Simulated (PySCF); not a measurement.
(Z)-1,2-difluoroethene (C₂H₂F₂), SMILES C(=C/F)/F.

Geometry optimised at B3LYP-D3(BJ)/def2-SVP.

Two levels are set side by side: TDDFT-PBE/def2-SVPD (PySCF) and ADC(2)/aug-cc-pVDZ (PySCF). Vertical, same geometry; the bases differ. Differences are taken from unrounded values.

```json
[
 {"quantity": "lowest singlet excitation (eV)", "ADC(2)": "6.45"}
]
```

Problem. What does TDDFT-PBE give, and how far is it from ADC(2)? (Estimate from the structure and the level; the computed values follow.)

Solution. 
| quantity | TDDFT-PBE | TDDFT-PBE minus ADC(2) |
|---|---|---|
| lowest singlet excitation (eV) | 6.18 | -0.27 |

A lower first singlet is the usual sign of a functional without exact exchange. Differences between two approximate levels are no errors against the true value.

Rough cost on one machine, each run with all the roots and properties that it gave: ADC(2) against TDDFT-PBE about 10 times.
